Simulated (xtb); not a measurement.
H3IO3Si, SMILES O[Si](O)(O)I. All values are semi-empirical tight-binding results from xtb (GFN2-xTB unless named), good for trends rather than for accurate numbers. Geometry: GFN2-xTB. One conformer was computed; it need not be the lowest.

The point group as xtb finds it is C3, the orbital gap comes out as 7.01 eV and the zero-point energy is 26.8 kcal/mol. The G − E(el) at 298.15 K (modified RRHO) comes out as 6.8 kcal/mol, the static polarisability (D4 model) is 81.5 bohr³ and the solvation energy, GFN2-xTB/ALPB(water) is -12.3 kcal/mol. The solvation energy, GFN2-xTB/ALPB(chcl3) is -6.7 kcal/mol.
